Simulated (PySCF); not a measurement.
Compound: CH5AlIN.
Bonds: C1–N2, N2–Al3, Al3–I4. Hydrogens: H5, H6, H7 on C1; H8 on N2; H9 on Al3.

Level of theory: PySCF, PBE0-D3(BJ)/def2-SVP geometry optimisation, gas phase, def2 core potentials past Kr.

How far are the bound atoms from Al3?

3 atoms: H9 1.577 Å, N2 1.768 Å, I4 2.479 Å. The nearest atom not counted as bound is H8, at 2.43 Å.

List the angles at Al3.

| angle | degrees | distance of the outer atoms (Å) |
| --- | --- | --- |
| I4–Al3–H9 | 122.0 | 3.57 |
| N2–Al3–H9 | 121.6 | 2.92 |
| N2–Al3–I4 | 116.5 | 3.63 |

What is the shape at Al3?

Planar: angles 122.0°, 121.6° and 116.5°, sum 360.0°, 0.00 Å off the plane of its three neighbours.

What are the other bond lengths?

C1–N2 1.445 Å; C1–H5, C1–H6, C1–H7 1.104 Å; N2–H8 1.016 Å.

Give some angles away from the centre.

C1–N2–Al3 128.5°.

What are the rotational constants (commonest isotopes, rigid rotor)?

A = 16364, B = 944.4, C = 897.9 MHz: a near-prolate asymmetric top.

Point group: Cs (every atom within 0.08 Å of its image). Charge 0, singlet. Stationary, but not proved a minimum.

Conformer computed: `[CH3:1][NH:2][AlH:3][I:4]`: C1–N2–Al3–I4 179°.

One conformer stands for the species.
